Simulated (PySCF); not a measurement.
**Computed properties of Al(F)2(NCO) (CAlF₂NO), SMILES O=C=[N][Al]([F])[F]**

CAlF₂NO, SMILES [N](=C=O)[Al]([F])[F]. Geometry optimised at B3LYP-D3(BJ)/def2-SVP. Other conformers were not sampled. All values are computed for the isolated molecule unless a solvent is named; none is compared with measurement here.

**Structure.** The optimised structure has C2v symmetry. All 12 harmonic modes at B3LYP-D3(BJ)/def2-SVP (PySCF) are real, so it is a minimum. With heavy atoms numbered as in [Al:1]([F:2])([F:3])[N:4]=[C:5]=[O:6], the shortest bond between them is C5–O6 at 1.168 Å and the longest Al1–N4 at 1.749 Å.

**Vibrations.** The strongest infrared lines (harmonic, unscaled, degenerate partners summed) lie at 2437 cm⁻¹ (1323 km/mol, C 70 %, N 18 %, O 12 %), 856 cm⁻¹ (214 km/mol, F 49 %, Al 45 %), 979 cm⁻¹ (140 km/mol, Al 52 %, F 48 %). The softest mode is at 67 cm⁻¹ and the zero-point energy is 12.2 kcal/mol.

**Electronic structure.** M06-2X/def2-TZVP (PySCF) places the frontier levels at -10.77 and -0.82 eV, a gap of 9.95 eV, and gives a dipole moment of 0.26 D and a mean polarisability of 36.7 bohr³.

**Excitations.** TDA-M06-2X/def2-SVPD (PySCF) has S1 at 6.57 eV (189 nm, f = 0.000, dark); the most intense of the 10 singlets computed lies at 9.14 eV (f = 0.51). T1 (TDA) is at 6.30 eV, 0.27 eV under S1. No vertical singlet excitation falls in the visible range (under 3.1 eV).

**NMR.** GIAO shifts at PBE0/pcSseg-1 (PySCF) (non-relativistic, atoms alike by connectivity averaged): ¹³C at 130.0 ppm against TMS; ¹⁹F at -199.8 ppm against CFCl3.
